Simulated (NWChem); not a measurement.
System: AlH₂Cl; SMILES [AlH2][Cl]

Program: NWChem. Structure relaxed at the PBE-D3(BJ)/def2-SVP level. Vertical excitations in the gas phase; the lowest state need not have the same character in each row.

```json
[
 {"level": "PBE/def2-SVPD, full TDDFT", "lowest excitation, singlet (eV)": "4.90", "oscillator strength of that lowest state": "0.000", "lowest state with f > 0.02, singlet (eV)": "6.06", "oscillator strength of that bright state": "0.041", "orbital gap (eV)": "4.81"},
 {"level": "B3LYP/def2-SVPD, full TDDFT", "lowest excitation, singlet (eV)": "5.28", "oscillator strength of that lowest state": "0.000", "lowest state with f > 0.02, singlet (eV)": "6.54", "oscillator strength of that bright state": "0.041", "orbital gap (eV)": "6.45"},
 {"level": "LDA (Slater exchange, VWN5)/def2-SVPD, full TDDFT", "lowest excitation, singlet (eV)": "4.73", "oscillator strength of that lowest state": "0.000", "lowest state with f > 0.02, singlet (eV)": "5.98", "oscillator strength of that bright state": "0.042", "orbital gap (eV)": "4.61"},
 {"level": "CAM-B3LYP/def2-SVPD, full TDDFT", "lowest excitation, singlet (eV)": "5.50", "oscillator strength of that lowest state": "0.000", "lowest state with f > 0.02, singlet (eV)": "7.02", "oscillator strength of that bright state": "0.040", "orbital gap (eV)": "9.20"}
]
```
